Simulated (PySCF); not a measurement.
A PySCF script (with the pyscf-properties extension) for the NMR shieldings of SMILES OB(O)C([SiH3])([SiH3])[SiH3], CH11BO2Si3, on a GFN2-xTB geometry:

```python
import basis_set_exchange as bse
import numpy as np
from pyscf import gto, dft
from pyscf.prop import nmr

atoms = """
O     2.296193   -0.773869    0.551438
B     1.146355   -0.849325   -0.179522
O     1.087388   -1.792430   -1.149667
C    -0.124658    0.065130   -0.000407
Si   -1.429454   -0.578870   -1.237408
Si   -0.769590   -0.066582    1.782425
Si    0.337917    1.863327   -0.409154
H     2.324157   -0.106289    1.233178
H     1.869685   -2.338889   -1.245294
H    -1.789170   -1.966072   -0.937422
H    -0.953286   -0.466177   -2.616494
H    -2.637414    0.250334   -1.100824
H    -1.996813    0.715170    1.949521
H     0.233576    0.450540    2.732568
H    -1.029566   -1.464971    2.143733
H     0.912886    1.972871   -1.754338
H    -0.837630    2.732144   -0.313887
H     1.350667    2.360276    0.539894
"""
names = dict.fromkeys(["O", "B", "C", "Si", "H"], "pcSseg-1")
basis = {el: gto.basis.parse(bse.get_basis(n, elements=[el], fmt="nwchem")) for el, n in names.items()}
mol = gto.M(atom=atoms, basis=basis, charge=0, verbose=0)
mf = dft.RKS(mol, xc="PBE0")
mf.grids.level = 2
mf.grids.alignment = dft.numint.BLKSIZE   # the property module wants whole blocks of grid points
mf.conv_tol = 1e-9
mf.kernel()

calc = nmr.RKS(mf)   # GIAO
C = mf.mo_coeff
Co = C[:, mf.mo_occ > 0]
resp = mf.gen_response(singlet=True, hermi=2)
def vind(x):   # induced exchange potential for any number of trial vectors
    d = np.einsum("pi,xij,qj->xpq", C, 2 * x.reshape(-1, C.shape[1], Co.shape[1]), Co, optimize=True)
    return np.einsum("xpq,pi,qj->xij", resp(d - d.transpose(0, 2, 1)), C, Co, optimize=True).ravel()
mo1, _ = nmr.rhf.solve_mo1(calc, with_cphf=vind)
sigma = calc.kernel(mo1)
for i, s in enumerate(sigma):   # ppm
    w = np.linalg.eigvalsh((s + s.T) / 2)
    print("%2d %-2s iso %8.1f  s11 %8.1f  s22 %8.1f  s33 %8.1f" % (i, mol.atom_pure_symbol(i), w.mean(), *w))
```

Q: What are the results?

A: 
```
 0 O  iso    206.4  s11     81.9  s22    257.5  s33    279.7
 1 B  iso     72.0  s11     50.8  s22     74.4  s33     90.7
 2 O  iso    210.7  s11    127.4  s22    244.7  s33    260.1
 3 C  iso    205.3  s11    190.9  s22    197.9  s33    227.1
 4 Si iso    416.1  s11    385.2  s22    388.7  s33    474.3
 5 Si iso    416.0  s11    380.2  s22    388.6  s33    479.3
 6 Si iso    415.3  s11    377.5  s22    388.4  s33    479.9
 7 H  iso     27.5  s11     20.9  s22     26.5  s33     35.1
 8 H  iso     27.5  s11     21.2  s22     22.5  s33     38.9
 9 H  iso     27.5  s11     24.1  s22     25.2  s33     33.1
10 H  iso     27.4  s11     24.0  s22     25.3  s33     32.9
11 H  iso     27.9  s11     24.2  s22     25.9  s33     33.5
12 H  iso     27.7  s11     24.2  s22     25.5  s33     33.4
13 H  iso     27.7  s11     24.0  s22     25.9  s33     33.1
14 H  iso     27.6  s11     23.9  s22     25.5  s33     33.5
15 H  iso     27.6  s11     23.8  s22     25.5  s33     33.4
16 H  iso     27.7  s11     24.2  s22     25.5  s33     33.4
17 H  iso     27.7  s11     24.0  s22     25.9  s33     33.1
```

These numbers come from an equivalent density-fitted implementation of the same equations, which agrees with the script to about 0.01 ppm for H and up to a few tenths of a ppm for heavy atoms, so last digits may differ.

Size and cost of the density-fitted run: 195 basis functions, 58 s wall time on 1 thread of an Arm Neoverse N1, shared host; peak memory 0.88 GiB.
